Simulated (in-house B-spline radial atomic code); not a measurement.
## Ionising Zr3+ with different functionals

Computed with an all-electron radial atomic-structure program (B-spline basis): four-component Dirac-Coulomb Hamiltonian, Fermi nucleus of rms radius 4.2694 fm, spin-restricted, spherical fractional occupations for the functionals, and exact exchange of hybrids averaged over the configuration. The ionisation energy is the difference of two self-consistent energies, [Kr] 4d1 → [Ar] 3d10 4s2 4p6, without Breit or QED terms; ε is the level of the shell that loses the electron (mean over j). The electron is taken from both j subshells in proportion to 2j + 1, so the result is a j average, not the step between ground levels.

| method | rung | ΔSCF (eV) | -ε(4d) (eV) |
| --- | --- | --- | --- |
| B3LYP | global hybrid | 34.35 | 29.60 |
| wB97X | range-separated hybrid | 34.00 | 32.24 |
| HSE06 | range-separated hybrid | 34.23 | 29.41 |
| CAM-B3LYP | range-separated hybrid | 34.36 | 31.38 |

(1) Among the functionals, which spreads more, the ΔSCF values or the orbital energies?

(2) How do they compare with the NIST value?

Answers

(1) The orbital energies: ΔSCF values span about 0.36 eV and the orbital energies 2.83 eV; here energy differences depend much less on the functional than eigenvalues do.

(2) NIST lists 34.418 eV (measured, ground level to ground level). Errors run from -0.42 to -0.06 eV; CAM-B3LYP is closest (-0.06 eV), but part of that can be cancellation, since the calculations leave out Breit-QED terms, spin polarisation, the choice among j levels, multiplet and fine-structure energies.
